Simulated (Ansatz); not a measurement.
A nudged elastic band was laid between two geometries of ClF5W + H2S (10 atoms, charge 0, multiplicity 1).

Theory: RHF/def2-SVP in Ansatz 0.2.0.

```yaml
movable_images: 5
climbing_image: yes
spring: 5.0 eV/Å²
optimiser: quadratic models (default)
start_path: through a guess of the saddle point
force_threshold: 0.05 eV/Å
iteration_limit: 60
end_points: relaxed
```

First end point:

```xyz
10
Properties=species:S:1:pos:R:3
W -0.414 -0.351 -0.196
Cl -0.656 -0.223 2.057
F 1.402 -0.238 -0.062
F -0.538 1.457 -0.374
F -2.218 -0.494 -0.427
F -0.294 -2.171 -0.120
F -0.221 -0.467 -2.014
S 2.589 2.720 1.989
H 3.405 1.806 1.463
H 2.596 2.166 3.203
```

Last end point:

```xyz
10
Properties=species:S:1:pos:R:3
W 0.225 0.196 -0.405
Cl 1.203 0.617 3.987
F 1.551 -0.813 0.340
F -0.906 1.447 -1.087
F -0.700 0.253 1.191
F -0.810 -1.310 -0.714
F 0.871 -0.106 -2.092
S 1.595 2.042 0.081
H 2.584 1.413 0.722
H 0.038 0.465 3.495
```

(1) Which bonds break or form, and what moves?

(2) Give the energies along the band, and the barrier.

(3) What is the geometry of the highest image?

The band took 49 iterations and about 29 core-minutes.

Answers

(1) Bonds broken: W1–Cl2, S8–H10. Bonds formed: W1–S8, Cl2–H10. ClF5W + H2S becomes ClH + F5HSW.

(2) The run converged. The highest image is number 4 of 0 to 6, 46.7 kcal/mol above the first end and 35.5 kcal/mol above the last; the last end lies 11.2 kcal/mol above the first. The profile has 2 maxima (images 2, 4) with wells between them (image 3): this band takes more than one step, which may be the mechanism or a detour left from its start path. Neighbouring images differ by up to 1.9 eV, so the band resolves the path poorly. A vibrational analysis at the climbing image gives one clearly imaginary mode, 1295i cm⁻¹: a first-order saddle point. The orbitals stay closed-shell, which can raise the energy where a bond breaks towards radicals; this wasn't checked here.

```tsv
image	path coordinate (Å)	energy (kcal/mol)	W1–Cl2 (Å)	S8–H10 (Å)	W1–S8 (Å)
0	0.00	0.0	2.27	1.33	4.82
1	2.86	3.3	2.27	1.33	4.79
2	5.72	3.4	2.27	1.33	4.74
3	8.58	2.5	2.28	1.33	4.39
4	11.44	46.7	2.71	1.67	2.60
5	15.75	12.1	5.07	4.37	2.35
6	20.05	11.2	4.52	4.07	2.35
```

(3) 
```xyz
10
Properties=species:S:1:pos:R:3
W 0.222 0.250 -0.110
Cl 1.458 -1.206 1.812
F 1.987 0.717 -0.264
F 0.260 0.464 -1.938
F -0.868 1.702 -0.379
F -1.197 -0.283 0.928
F 0.191 -1.500 -0.651
S 0.604 1.670 2.040
H 1.765 2.226 1.685
H 1.230 0.164 2.395
```

Time of the run: 7.9 min on 4 threads of Arm Neoverse V2, on a shared host, peak memory 0.49 GiB.
